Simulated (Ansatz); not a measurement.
`[GeH3][c]1ccccc1` from Hartree–Fock to CCSD(T)

```xyz
15

Ge    2.0100    1.0323   -1.1082
C     0.4603    0.2383   -0.2409
C    -0.7168    0.9665   -0.0818
C    -1.8297    0.3951    0.5174
C    -1.7790   -0.9155    0.9680
C    -0.6126   -1.6509    0.8191
C     0.4983   -1.0763    0.2194
H     3.2954    0.4095   -0.5384
H     2.0138    2.5510   -0.8663
H     1.9767    0.7797   -2.6265
H    -0.7703    1.9953   -0.4242
H    -2.7379    0.9756    0.6352
H    -2.6473   -1.3627    1.4384
H    -0.5666   -2.6747    1.1734
H     1.4057   -1.6630    0.1153
```

Charge 0, multiplicity 1. Correlated methods include outer-core shells of Ge, which these sets cover unevenly. Scalar relativity is left out up to krypton. The geometry is a stationary point of PBE0-D4/def2-TZVP. Frozen core, restricted reference, Ansatz 0.2.0.

```tsv
basis	HF (Eh)	MP2 corr.	CCSD corr.	(T)	CCSD(T) total
def2-SVP	-2306.79387	-1.01538	-1.05912	-0.04393	-2307.89692
def2-TZVPP	-2307.30779	-1.21041	-1.24122	-0.06237	-2308.61138
def2-QZVPP	-2307.35934	-1.53344	–	–	–
```
